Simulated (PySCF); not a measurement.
Species: CH6AsGeN.
Numbering: `[H]/[N:1]=[CH:2]\[GeH2:3][AsH2:4]` (hydrogens: H5 on N1; H6 on C2; H7, H8 on Ge3; H9, H10 on As4)

Computed with PBE0-D3(BJ)/def2-SVP geometry optimisation, gas phase in PySCF.

(1) What internal coordinates does the optimisation give?

Answers

(1) 
```tsv
bond	length (Å)
N1=C2	1.268
C2–Ge3	1.972
Ge3–As4	2.429
N1–H5	1.028
C2–H6	1.107
Ge3–H7, Ge3–H8	1.543
As4–H9, As4–H10	1.527
```

Bonds in one row agree within 0.01 Å and their mean is given. A selection of angles:
```tsv
angle	degrees
C2–N1–H5	111.3
N1–C2–Ge3	126.4
N1–C2–H6	117.0
Ge3–C2–H6	116.7
C2–Ge3–As4	112.0
C2–Ge3–H7	110.8
C2–Ge3–H8	107.1
As4–Ge3–H7	107.9
As4–Ge3–H8	109.2
H7–Ge3–H8	109.9
Ge3–As4–H9	91.8
H9–As4–H10	92.0
```

Torsions: N1–C2–Ge3–As4 112° (anticlinal); H5–N1–C2–Ge3 2° (synperiplanar). The mirror-image conformer, all signs reversed, is as good.

As4 (arsenic bonded to Ge and 2 H) is pyramidal (angles 92.0°, 91.8° and 91.5°, sum 275.3°, 0.96 Å off the plane of its three neighbours). N1 (C=N nitrogen) is bent (angle 111.3°). Ge3 (germanium bonded to As, C and 2 H) is tetrahedral (angles from 107.1° to 112.0°).

Point group: C1 (no symmetry element, even within 0.4 Å). PBE0-D3(BJ)/def2-SVP frequencies: not computed here. The numbers are those of one conformer (N1–C2–Ge3–As4 112°, C2–Ge3–As4–H -44° and 49°).
